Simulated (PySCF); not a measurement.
F6Si2.

```xyz
8

F      1.3116    -0.7573     1.7275
Si     0.0000     0.0000     1.1622
F      0.0000     1.5145     1.7275
F     -1.3116    -0.7573     1.7275
Si     0.0000     0.0000    -1.1622
F      1.3116     0.7573    -1.7275
F      0.0000    -1.5145    -1.7275
F     -1.3116     0.7573    -1.7275
```

Geometry: PBE-D3(BJ)/def2-SVP. The values are those of a single conformer.

The numbers are results of HF/pcSseg-1 run with PySCF, not measurements. Non-relativistic, no solvent.

Computed absolute GIAO shielding of each atom: isotropic value and principal components (ppm):
```
atom  σ(iso)    σ11    σ22    σ33   span
----  ------  -----  -----  -----  -----
F1     343.4  284.2  322.3  423.8  139.6
Si2    463.7  448.8  448.8  493.7   45.0
F3     343.4  284.2  322.3  423.8  139.6
F4     343.4  284.2  322.3  423.8  139.6
Si5    463.7  448.8  448.8  493.7   45.0
F6     343.4  284.2  322.3  423.8  139.6
F7     343.4  284.2  322.3  423.8  139.6
F8     343.4  284.2  322.3  423.8  139.6
```
